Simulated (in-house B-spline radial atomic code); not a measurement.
## RPA and G0W0 on LC-wPBE: neutral silver

Configuration [Kr] 4d10 5s1, highest spin, mean-field start LC-wPBE. Computed with an all-electron radial atomic-structure program (B-spline basis): all electrons, scalar-relativistic (spin-free one-electron X2C), finite nucleus, each spin shell either full or empty, empty states to l = 9 with an (l + 1/2)⁻⁴ tail; G0W0 by contour deformation at full frequency.

RPA overbinds a lone outer s electron by self-correlation, and G0W0 tends to as well.

Command:
```bash
python run_gw.py task.json out
```
Settings (radii: box in bohr, nucleus in fm):
```
Z                        47
electrons                47
configuration            [Kr] 4d10 5s1
hamiltonian              x2c
method                   lc_wpbe
lmax                     9
rms_radius               4.5454
spin_polarised           True
box_radius               40
intervals                72
ion_configuration        [Kr] 4d10
```

Time taken, with all properties: 14 s on 1 thread of Intel(R) Xeon(R) Platinum 8488C, on a shared host.

Energies (hartree):

| term | value |
| --- | --- |
| mean-field total | -5315.02294 |
| Hartree-Fock functional on these orbitals | -5312.84806 |
| direct second order | -4.0598 |
| second-order exchange | 1.1269 |
| SOSEX correction | 1.0447 |

(1) What is the RPA correlation energy, and what remains with SOSEX?

Quasi-particle levels (eV):

| level | occupied | mean field | Σx - vxc | Σc | QP weight | G0W0 |
| --- | --- | --- | --- | --- | --- | --- |
| 5s up | yes | -7.300 | 0.64 | ? | ? | ? |
| 4d down | yes | -11.847 | -2.04 | 0.73 | 0.888 | -13.157 |
| 4d up | yes | -12.006 | -2.02 | 0.72 | 0.887 | -13.313 |
| 5s down | no | -0.569 | 0.88 | -1.35 | 0.959 | -1.031 |

G0W0 = mean field + (Σx - vxc) + Σc, with Σc (partial-wave tail included) taken at the quasi-particle energy. Only the outer levels were computed. Levels of low weight are left out.

(2) Where does G0W0 put 5s up?

(3) What does it cost to remove one electron (to [Kr] 4d10) by differences of total energies, each species on its own start (correlation terms add to the Hartree-Fock functional)?

Results:

(1) RPA gives -3.5468 hartree (-2.05 eV per electron); RPA + SOSEX gives -2.502, and the second-order doubles -2.9329 hartree (no singles). SOSEX takes back 29 % of the RPA value.

(2) At -7.917 eV, with Σc = -1.26 eV and a quasi-particle weight of 0.953. The tabulated removal energy is 7.576 eV (NIST, measured); the calculation leaves out spin-orbit coupling, Breit and QED terms, and what these don't explain is the method's own error.

(3) LC-wPBE 7.324 eV, Hartree-Fock functional 6.244 eV, + RPA 7.692 eV, + RPA + SOSEX 7.227 eV, + second order 8.041 eV. Tabulated: 7.576 eV (NIST, measured); the calculation leaves out spin-orbit coupling, Breit and QED terms, and what these don't explain is the method's own error.
